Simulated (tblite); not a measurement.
Compound: CH11N3PSi2 (charge -1).
Bonds: C1–N2, N2–Si3, Si3–N4, Si3–N5, Si3–P6, P6–Si7. Hydrogens: H8, H9, H10 on C1; H11 on N2; H12, H13 on N4; H14, H15 on N5; H16, H17, H18 on Si7.

Computed with GFN2-xTB (tblite), gas phase: L-BFGS steps from a force-field or distance-geometry start until the largest atomic force falls under 0.01 eV/Å.

Step 23: E = -618.5007 eV
```
atom  x, y, z in Å  |  force x, y, z in eV/Å
C1     -2.5731   -0.5125    0.7631   -0.043   0.004  -0.016
N2     -1.1676   -0.6921    1.0381    0.001  -0.130   0.003
Si3     0.0654   -0.2626   -0.1366   -0.040   0.166   0.035
N4     -0.5648   -0.7923   -1.7068   -0.146  -0.049  -0.040
N5     -0.0993    1.4726   -0.3480   -0.028   0.152  -0.056
P6      1.9644   -1.1785    0.3800    0.040  -0.041   0.026
Si7     3.1995    0.5485    0.7617   -0.067  -0.054   0.033
H8     -3.1799   -1.2413    1.3044    0.028  -0.028   0.010
H9     -2.8942    0.4821    1.0950    0.082   0.055  -0.041
H10    -2.8060   -0.5983   -0.3033    0.031  -0.020  -0.039
H11    -0.9809   -1.5942    1.4404    0.027  -0.083   0.093
H12    -0.5019   -1.7987   -1.7821    0.040   0.011  -0.086
H13    -0.0538   -0.4015   -2.4877    0.026  -0.056   0.092
H14    -0.8366    1.6805   -1.0079   -0.007   0.047   0.018
H15    -0.3191    1.9499    0.5139    0.114  -0.019  -0.011
H16     4.5532    0.0623    1.0995   -0.069   0.027  -0.014
H17     3.4045    1.5076   -0.3468   -0.040  -0.020   0.074
H18     2.7814    1.3747    1.9172    0.049   0.037  -0.081
```

Step 24: E = -618.5065 eV
```
atom  x, y, z in Å  |  force x, y, z in eV/Å
C1     -2.5769   -0.5165    0.7682   -0.028   0.000  -0.026
N2     -1.1683   -0.6943    1.0360   -0.047  -0.114  -0.008
Si3     0.0637   -0.2653   -0.1409   -0.074   0.203   0.121
N4     -0.5542   -0.7887   -1.7126   -0.216  -0.035  -0.103
N5     -0.0926    1.4711   -0.3555   -0.032   0.137  -0.045
P6      1.9553   -1.1833    0.3865    0.102  -0.070   0.038
Si7     3.1886    0.5464    0.7576   -0.067  -0.073   0.132
H8     -3.1787   -1.2418    1.3235    0.048   0.032  -0.033
H9     -2.8979    0.4846    1.0865    0.107  -0.007  -0.030
H10    -2.8154   -0.6131   -0.2975    0.031  -0.039   0.002
H11    -0.9791   -1.5918    1.4494    0.027  -0.049   0.066
H12    -0.5032   -1.7933   -1.8019    0.047  -0.034  -0.045
H13    -0.0334   -0.3962   -2.4844    0.043  -0.022   0.042
H14    -0.8441    1.6867   -0.9967   -0.003   0.033   0.024
H15    -0.2808    1.9576    0.5092    0.115  -0.033  -0.021
H16     4.5458    0.0728    1.0985   -0.065   0.007  -0.016
H17     3.3919    1.5000   -0.3489   -0.041   0.034   0.015
H18     2.7706    1.3715    1.9172    0.053   0.030  -0.112
```

Task: Estimate the geometry and energy of step 25. (The exact step hangs on the optimiser's Hessian estimate; all steps are aligned on step 24, rigid shifts and turns removed.)

Result: E = -618.5141 eV, largest force 0.276 eV/Å
```
atom  x, y, z in Å  |  force x, y, z in eV/Å
C1     -2.5816   -0.5220    0.7742    0.011  -0.010  -0.036
N2     -1.1699   -0.7000    1.0334   -0.081  -0.075  -0.019
Si3     0.0599   -0.2656   -0.1446   -0.095   0.163   0.162
N4     -0.5449   -0.7849   -1.7212   -0.240  -0.003  -0.137
N5     -0.0846    1.4721   -0.3659   -0.034   0.090  -0.018
P6      1.9441   -1.1905    0.3953    0.112  -0.087   0.037
Si7     3.1731    0.5424    0.7546   -0.046  -0.074   0.202
H8     -3.1763   -1.2421    1.3471    0.051   0.101  -0.080
H9     -2.8998    0.4879    1.0746    0.129  -0.085  -0.011
H10    -2.8257   -0.6325   -0.2903    0.025  -0.059   0.047
H11    -0.9762   -1.5903    1.4626    0.017   0.005   0.017
H12    -0.5040   -1.7877   -1.8285    0.050  -0.056   0.017
H13    -0.0068   -0.3901   -2.4787    0.045   0.009  -0.003
H14    -0.8542    1.6969   -0.9823    0.002   0.023   0.042
H15    -0.2295    1.9673    0.5026    0.103  -0.039  -0.047
H16     4.5345    0.0864    1.0968   -0.043  -0.024  -0.011
H17     3.3748    1.4905   -0.3508   -0.047   0.085  -0.045
H18     2.7584    1.3685    1.9153    0.041   0.036  -0.117
```

The energy changes by -0.0076 eV. The first-order estimate −F·Δx gives -0.0103 eV and the mean of the old and new forces, exact on a quadratic surface, -0.0076 eV. The step makes an angle of 77° with the force vector and moves no atom by more than 0.053 Å.

What follows is the cost of the whole relaxation. On Intel Xeon, one thread, no GPU, shared host with 64 logical CPUs at a one-minute load of 60, this took 3.9 s wall.
